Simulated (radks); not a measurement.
Species: Kr III. Configuration: [Ar] 3d10 4s2 4p(up 3, down 1).

Calculated with a radial shooting solver on a logarithmic mesh with Libxc functionals: scalar-relativistic Kohn-Sham, PBEsol, spin-polarised, spherical densities, point nucleus.

Energy parts (Ry):
total: -5574.13028
kinetic: 5701.34320
electron-nucleus: -13387.30857
Hartree: 2299.67782
exchange-correlation: -187.84273

Orbitals (lengths in bohr, moments of r in powers of bohr; r(max) is where P^2 peaks; r(90%) holds 90 % of the orbital's charge):
[
 {"orbital": "1s up", "occ.": "1", "eigenvalue (Ry)": "-1041.781", "r(90%)": "0.0742", "r(max)": "0.02709"},
 {"orbital": "1s down", "occ.": "1", "eigenvalue (Ry)": "-1041.768", "r(90%)": "0.0742", "r(max)": "0.02709"},
 {"orbital": "2s up", "occ.": "1", "eigenvalue (Ry)": "-138.8242", "r(90%)": "0.284", "r(max)": "0.1543"},
 {"orbital": "2s down", "occ.": "1", "eigenvalue (Ry)": "-138.8165", "r(90%)": "0.284", "r(max)": "0.1543"},
 {"orbital": "2p up", "occ.": "3", "eigenvalue (Ry)": "-122.9968", "r(90%)": "0.261", "r(max)": "0.1234"},
 {"orbital": "2p down", "occ.": "3", "eigenvalue (Ry)": "-122.9844", "r(90%)": "0.261", "r(max)": "0.1234"},
 {"orbital": "3s up", "occ.": "1", "eigenvalue (Ry)": "-21.24068", "r(90%)": "0.789", "r(max)": "0.4672"},
 {"orbital": "3s down", "occ.": "1", "eigenvalue (Ry)": "-21.22470", "r(90%)": "0.789", "r(max)": "0.4672"},
 {"orbital": "3p up", "occ.": "3", "eigenvalue (Ry)": "-16.20187", "r(90%)": "0.825", "r(max)": "0.4632"},
 {"orbital": "3p down", "occ.": "3", "eigenvalue (Ry)": "-16.18369", "r(90%)": "0.824", "r(max)": "0.4633"},
 {"orbital": "3d up", "occ.": "5", "eigenvalue (Ry)": "-7.85549", "r(90%)": "0.910", "r(max)": "0.4107"},
 {"orbital": "3d down", "occ.": "5", "eigenvalue (Ry)": "-7.83280", "r(90%)": "0.906", "r(max)": "0.4107"},
 {"orbital": "4s up", "occ.": "1", "eigenvalue (Ry)": "-3.45066", "r(90%)": "2.20", "r(max)": "1.317"},
 {"orbital": "4s down", "occ.": "1", "eigenvalue (Ry)": "-3.30148", "r(90%)": "2.21", "r(max)": "1.311"},
 {"orbital": "4p up", "occ.": "3", "eigenvalue (Ry)": "-2.33974", "r(90%)": "2.57", "r(max)": "1.484"},
 {"orbital": "4p down", "occ.": "1", "eigenvalue (Ry)": "-2.19225", "r(90%)": "2.61", "r(max)": "1.482"}
]

The highest occupied level is 4p down at -29.827 eV. Summed over all electrons, <r^2> = 25.63 bohr^2, which gives a Langevin (diamagnetic) susceptibility term of -20.3 x 10^-6 cm^3/mol. For comparison, the ionisation energy in NIST's Atomic Spectra Database is 35.84 eV (measured). In exact Kohn-Sham theory the highest level is minus the ionisation energy, but local and semilocal functionals leave it too shallow, through self-interaction and a potential that decays too fast; potentials with the right tail come closer. Spin moment in Bohr magnetons: 2.
